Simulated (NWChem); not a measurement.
Molecule: C3H5BO2; SMILES CC#CB(O)O

```xyz
11

C      0.0005     3.0152     0.0014
C      0.0147     1.5636     0.0023
C      0.0427     0.3454     0.0018
B      0.0324    -1.1936     0.0013
O      1.2037    -1.8763     0.0157
O     -1.1376    -1.8992    -0.0133
H     -0.7342     3.4073     0.7221
H     -0.2672     3.4039    -0.9939
H      0.9886     3.4221     0.2673
H      1.0482    -2.8277     0.0136
H     -1.9087    -1.3249    -0.0230
```
Atoms are numbered in this order, from 1.

Program: NWChem. Geometry: optimised at PBE0/def2-SVP. Atomic charges in e: unrestrained fits to the electrostatic potential beside Mulliken populations; buried atoms are poorly determined by the fit.

Question: Predict the results for B3LYP/def2-SVP. Quantities: ESP C1; Mulliken C1; ESP C2; Mulliken C2; ESP C3; Mulliken C3; ESP B4; Mulliken B4; ESP O5; Mulliken O5; relative RMS misfit of the potential (%).

Answer: The ESP C1 comes out as 0.00 and the Mulliken C1 is 0.08. The ESP C2 comes out as 0.06. The Mulliken C2 is 0.16, the ESP C3 is -0.48 and the Mulliken C3 is -0.37. The ESP B4 is 0.82 and the Mulliken B4 is -0.13. The ESP O5 comes out as -0.65 and the Mulliken O5 is -0.11. The relative RMS misfit of the potential (%) is 25.
